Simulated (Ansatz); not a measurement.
Basis-set series for C2H9NOSi (`C[SiH](N)CO`). Total charge 0; spin multiplicity 1. The structure was optimised at the PBE0-D4/def2-TZVP level. It is one conformer, not always the lowest.

```json
{"functional": "PBE0-D4", "basis": "def2-SVP", "functions": "119", "energy (Eh)": "-500.51845", "HOMO (eV)": "-6.93", "LUMO (eV)": "1.25"}
{"functional": "PBE0-D4", "basis": "def2-QZVPP", "functions": "568", "energy (Eh)": "-500.89703", "HOMO (eV)": "-7.21", "LUMO (eV)": "0.22"}
{"functional": "ωB97M-V", "basis": "def2-SVP", "functions": "119", "energy (Eh)": "-500.74827", "HOMO (eV)": "-9.27", "LUMO (eV)": "2.93"}
{"functional": "ωB97M-V", "basis": "def2-QZVPP", "functions": "568", "energy (Eh)": "-501.13701", "HOMO (eV)": "-9.56", "LUMO (eV)": "1.38"}
```

**Question.** Give the rows for def2-TZVPP. (Estimate.)

**Answer.** Computed: 
```json
{"functional": "PBE0-D4", "basis": "def2-TZVPP", "functions": "292", "energy (Eh)": "-500.87437", "HOMO (eV)": "-7.16", "LUMO (eV)": "0.54"}
{"functional": "ωB97M-V", "basis": "def2-TZVPP", "functions": "292", "energy (Eh)": "-501.11545", "HOMO (eV)": "-9.51", "LUMO (eV)": "1.97"}
```

Positive LUMOs are unbound and depend on the basis.
